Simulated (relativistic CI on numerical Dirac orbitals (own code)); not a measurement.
Ni⁴⁺: 3p photoemission

Computed with this model: Dirac-Coulomb-Breit CI, orbitals from a KLI potential per configuration, model QED, valence Slater integrals scaled by 0.8, multiplet model of photoemission in the sudden approximation; configurations [Ar] 3d6 → [Ne] 3s2 3p5 3d6; 80 K; Lorentzian 0.56 eV and Gaussian 0.6 eV FWHM. Energies are those of the free ion, without screening or charge transfer. The energies are binding energies and can lie tens of eV above those of solids. S is read from ⟨S²⟩ = S(S + 1).

Field parameters in Wybourne normalisation: D3d B²₀ = −7Dσ, B⁴₀ = −14Dq − 21Dτ, B⁴₃ = −14√(10/7) Dq. The field is a parameter set, without covalency.

free ion: ground-state S = 2.00, centroid 147.88 eV. Peaks (eV, height): 139.7 (100), 141.7 (97), 144.2 (31), 147.5 (54), 152.5 (6), 159.2 (19), 163.0 (52), 164.3 (33).

D3d, 10Dq = 24850, Dσ = -1200, Dτ = 160 cm⁻¹: ground-state S = 0.04, centroid 148.20 eV. Peaks (eV, height): 144.5 (100), 146.6 (35), 154.2 (7), 158.9 (10).

Strongest unbroadened transitions for free ion:

```csv
Energy (eV),Relative strength
139.65,100.0
140.10,7.9
141.61,80.2
141.91,13.2
141.96,13.3
142.74,5.8
143.98,3.3
144.08,6.8
144.23,15.7
144.68,6.6
145.65,5.7
147.12,2.8
147.45,20.2
147.52,34.4
159.20,19.1
162.62,12.2
163.02,45.6
164.37,27.8
```
